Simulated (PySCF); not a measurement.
**Bromine: a sound run and one with changed settings**

Sound run: Br⁺ [Ar] 3d10 4s2 4p4, Br²⁺ [Ar] 3d10 4s2 4p3. All numbers are calculated (PySCF 2.14, no relativity, point nucleus, in def2-TZVP). In the sound run the correlated levels freeze [Ar] 3d10. The sound run starts from symmetry-adapted Hartree-Fock orbitals and uses a fine grid where one is needed.

Changed run: basis STO-3G. This setting is unsound on purpose.

```json
{"species": "Br⁺", "method": "UHF", "sound run (hartree)": "-2572.00262", "changed run (hartree)": "-2544.32459", "converged": "yes"}
{"species": "Br⁺", "method": "B3LYP", "sound run (hartree)": "-2573.70188", "changed run (hartree)": "-2545.57740", "converged": "yes"}
{"species": "Br⁺", "method": "MN15", "sound run (hartree)": "-2574.01233", "changed run (hartree)": "-2543.03977", "converged": "yes"}
{"species": "Br⁺", "method": "MP2", "sound run (hartree)": "-2572.10699", "changed run (hartree)": "-2544.32459", "converged": "yes"}
{"species": "Br²⁺", "method": "UHF", "sound run (hartree)": "-2571.25806", "changed run (hartree)": "-2543.59590", "converged": "yes"}
{"species": "Br²⁺", "method": "B3LYP", "sound run (hartree)": "-2572.90895", "changed run (hartree)": "-2544.79364", "converged": "yes"}
{"species": "Br²⁺", "method": "MN15", "sound run (hartree)": "-2573.22924", "changed run (hartree)": "-2542.27112", "converged": "yes"}
{"species": "Br²⁺", "method": "MP2", "sound run (hartree)": "-2571.33760", "changed run (hartree)": "-2543.59590", "converged": "yes"}
```

Ionisation energy of Br⁺:

| method | sound run (eV) | changed run (eV) |
| --- | --- | --- |
| UHF | 20.261 | 19.828 |
| B3LYP | 21.577 | 21.327 |
| MN15 | 21.309 | 20.916 |
| MP2 | 20.936 | 19.828 |
| SCS-MP2 | 21.005 | 19.828 |

A minimal basis cannot let orbitals breathe on ionisation and holds almost no correlation.

For comparison, NIST gives 21.591 eV between the lowest levels.
